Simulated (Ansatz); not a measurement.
C3H4F4O (`FCCOC(F)(F)F`) from Hartree–Fock to CCSD(T)

Z-matrix (Å, degrees):
```
C
C 1 1.498
F 1 1.376 2 110.7
H 1 1.094 2 109.2 3 119.3
H 1 1.094 2 110.7 3 -120.1
O 2 1.427 1 108.0 3 71.1
H 2 1.095 1 109.4 3 -169.4
H 2 1.093 1 110.2 3 -49.1
C 6 1.336 2 115.9 1 -174.2
F 9 1.343 6 112.5 2 -58.9
F 9 1.340 6 112.7 2 61.4
F 9 1.321 6 108.4 2 -178.7
```

The species carries charge 0 and has multiplicity 1. Geometry: relaxed with PBE0-D4/def2-TZVP. It is one conformer, not always the lowest. Frozen core, restricted reference, Ansatz.

```csv
basis,HF (Eh),MP2 corr.
def2-SVP,-588.09656,-1.31386
def2-TZVPP,-588.81902,-1.71310
def2-QZVPP,-588.84473,-1.86145
```

**Question.** Estimate the CCSD correlation energy and the (T) correction in each basis where they were run (hartree).

**Answer.** 
```csv
basis,CCSD corr.,(T)
def2-SVP,-1.35376,-0.02939
```
